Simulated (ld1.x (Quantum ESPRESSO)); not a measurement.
## erbium (Er), TM: configuration errors across variants

ld1.x (Quantum ESPRESSO) 7.5 input, shortened:

```
&input
   title='Er', zed=68., rel=1, dft='PBESOL', iswitch=3,
   config='[Xe] 4f12 5d0 6s1 6p0'
 /
 &inputp
   pseudotype=2, tm=.true., lloc=-2, rcloc=2.95,
   nlcc=.false.
 /
4
5S  1  0   2.00   0.00  1.75  1.75  0.0
5P  2  1   6.00   0.00  1.80  1.80  0.0
5D  3  2   0.00   0.00  3.55  3.55  0.0
4F  4  3  12.00   0.00  1.00  1.00  0.0
 &test
   configts(1)='4f12 5s2 5p6 5d0 6s1 6p0'
 /
```

Occupied shells without a wave of their own: 6s. They enter only through the test configuration that unscreens the potential.

All-electron excitation energies from the reference (eV): (1) 4f12 5s2 5p6 5d0 6s2 6p0 -6.395; (2) 4f12 5s2 5p6 5d0 6s0 6p0 11.838; (3) 4f11 5s2 5p6 5d0 6s0 6p0 38.094; (4) 4f12 5s1 5p6 5d0 6s2 6p0 51.532; (5) 4f12 5s2 5p6 5d1 6s1 6p0 -3.444; (6) 4f12 5s2 5p6 5d0.5 6s1.5 6p0 -4.926; (7) 4f12 5s2 5p5 5d0 6s2 6p0 25.456.

For the base: The 6s level has no wave, so the channel is fitted at the deeper level alone: the likely source of the large errors.

Tests that are not counted but printed errors over 1 eV. “local potential all-electron potential smoothed inside 3.78 bohr (lloc = -2)”: 4f12 5s2 5p6 5d1 6s1 6p0 (solver errors, printed error -5122 eV); 4f12 5s2 5p6 5d0.5 6s1.5 6p0 (solver errors, printed error -5110 eV). “local potential all-electron potential smoothed inside 4.08 bohr (lloc = -2)”: 4f12 5s2 5p6 5d0 6s2 6p0 (an occupied level unbound or not found, printed error -5112 eV); 4f12 5s2 5p6 5d1 6s1 6p0 (solver errors, printed error -4854 eV); 1 more.

1 further variants failed, have other tests or too few solved ones, and are left out.

The file “base” misses its own reference levels by 0.7 eV. The file “local potential all-electron potential smoothed inside 2.74 bohr (lloc = -2)” misses its own reference levels by 0.4 eV. The file “local potential all-electron potential smoothed inside 3.12 bohr (lloc = -2)” misses its own reference levels by 0.9 eV. The file “local potential all-electron potential smoothed inside 3.42 bohr (lloc = -2)” misses its own reference levels by 1.3 eV. The file “local potential all-electron potential smoothed inside 3.78 bohr (lloc = -2)” misses its own reference levels by 1.7 eV. The file “local potential all-electron potential smoothed inside 4.08 bohr (lloc = -2)” misses its own reference levels by 1.9 eV.

Errors AE − PS in meV (a dash: test not solved or not reliable):

```tsv
change	(1)	(2)	(3)	(4)	(5)	(6)	(7)	bound ghosts
base	-507	+877	+708	-1020	-1.5	-244	-969	none
local potential all-electron potential smoothed inside 1.38 bohr (lloc = -2)	+186	-345	-652	+357	+7.1	+93	+299	none
local potential all-electron potential smoothed inside 2.48 bohr (lloc = -2)	-77	+123	-276	-175	+3.0	-36	-183	none
local potential all-electron potential smoothed inside 2.74 bohr (lloc = -2)	-320	+551	+290	-655	+0.1	-154	-628	none
local potential all-electron potential smoothed inside 3.12 bohr (lloc = -2)	-651	+1125	+1024	-1297	-2.4	-313	-1229	none
local potential all-electron potential smoothed inside 3.42 bohr (lloc = -2)	-984	+1692	+1741	-1933	-3.5	-470	-1829	none
local potential all-electron potential smoothed inside 3.78 bohr (lloc = -2)	-1277	+2186	+2367	-2487	–	–	-2354	none
local potential all-electron potential smoothed inside 4.08 bohr (lloc = -2)	–	+2457	+2711	-2793	–	–	-2646	none
```

Give the same row for: local potential all-electron potential smoothed inside 2.14 bohr (lloc = -2).

–, -652, -1427, +692, +10, +174, +612; bound ghosts: none. Not counted: 4f12 5s2 5p6 5d0 6s2 6p0 (solver errors, printed error -5150 eV).
